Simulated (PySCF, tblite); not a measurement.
Isomers of C5H5Cl3F (doublet state), one GFN2-xTB conformer each. Single-point energies are computed at B3LYP/pcH-1 (PySCF, gas phase, no added dispersion term), electronic only. GFN2-xTB treats the open shell by occupation alone, and not every SCF solution was tested for stability.

| SMILES | GFN2-xTB relative energy (kJ/mol) |
| --- | --- |
| C/C=C/[C](F)C(Cl)(Cl)Cl | 0.0 |
| C/[C]=C/[C@H](F)C(Cl)(Cl)Cl | 123.3 |

Conformers: `[CH3:1]/[CH:2]=[CH:3]/[C:4]([F:5])[C:6]([Cl:7])([Cl:8])[Cl:9]` (doublet state) with C2–C3–C4–F5 2°; `[CH3:1]/[C:2]=[CH:3]/[C@H:4]([F:5])[C:6]([Cl:7])([Cl:8])[Cl:9]` (doublet state) with C2–C3–C4–F5 -142°.

Problem. What does B3LYP/pcH-1 give for the same structures?

Solution. 
| SMILES | B3LYP/pcH-1 E (Eh) | B3LYP/pcH-1 (kJ/mol) | GFN2-xTB (kJ/mol) | point group |
| --- | --- | --- | --- | --- |
| C/C=C/[C](F)C(Cl)(Cl)Cl | -1673.93116 | 0.0 | 0.0 | C1 |
| C/[C]=C/[C@H](F)C(Cl)(Cl)Cl | -1673.89098 | 105.5 | 123.3 | C1 |

Both levels put the same isomer lowest. 

Problem. What happens when harmonic zero-point energies from GFN2-xTB frequencies are added?

Solution. 
```tsv
SMILES	ZPE (kJ/mol)	electronic (kJ/mol)	with ZPE (kJ/mol)
C/C=C/[C](F)C(Cl)(Cl)Cl	220.7	0.0	0.0
C/[C]=C/[C@H](F)C(Cl)(Cl)Cl	217.1	105.5	101.9
```

The zero-point energies span 3.6 kJ/mol. The order is unchanged.
